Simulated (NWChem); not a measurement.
System: Si2NH6F; SMILES N[SiH2][SiH2]F

The following NWChem deck was run.

```
start job
memory heap 200 mb stack 900 mb global 1100 mb
geometry units angstroms noautoz
  Si    -0.430494     1.194607    -0.203900
  F      0.963057     1.809474     0.438421
  Si    -0.470057    -1.119588     0.278387
  N      0.914901    -2.018587    -0.317388
  H     -0.386566     1.444194    -1.692080
  H     -1.589095     1.973854     0.367754
  H     -1.715954    -1.703796    -0.338779
  H     -0.516845    -1.296898     1.773145
  H      1.039288    -2.056956    -1.333948
  H      1.816236    -1.798034     0.118192
end
basis spherical
  * library def2-svp
end
dft
  xc m06-l
  iterations 150
  mulliken
end
task dft energy
```

Structure relaxed at the PBE-D3(BJ)/def2-SVP level.

Q: What results follow from this input? (M06-L/def2-SVP.) Quantities: energy (Ha); highest occupied level (eV); orbital gap (eV); dipole (D).

A: 
- energy (Ha) = -736.93
- highest occupied level (eV) = -6.02
- orbital gap (eV) = 5.19
- dipole (D) = 1.33
